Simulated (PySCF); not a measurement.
Mo(O)2(OH)2 (H₂MoO₄), SMILES [OH][Mo](=[O])([OH])=[O], multiplicity 1.

The structure is a stationary point at PBE-D3(BJ)/def2-SVP. A frequency run showed that this geometry is not a minimum. The spin state was assumed, not searched. The isomer is the one that the SMILES or the coordinates give; other isomers of the formula were not compared. The def2 effective core potentials stand for the cores of Mo; spin–orbit coupling is left out. Other conformers were not sampled.

These are B3LYP/def2-TZVP in PySCF values and carry that method's errors.

Symmetry labels are those of the subgroup C2v that the program uses (full group C2v).

Computed valence orbital energies around the gap with their symmetry:
```
orbital  symmetry  energy (eV)
-------  --------  -----------
HOMO−7         A2       -11.86
HOMO−6         A1       -11.62
HOMO−5         B1       -10.46
HOMO−4         A1        -9.86
HOMO−3         B1        -9.83
HOMO−2         B2        -9.81
HOMO−1         A2        -9.35
HOMO           B2        -8.77
LUMO           A1        -2.86
LUMO+1         A2        -2.30
LUMO+2         B1        -1.57
LUMO+3         A1        -0.94
```
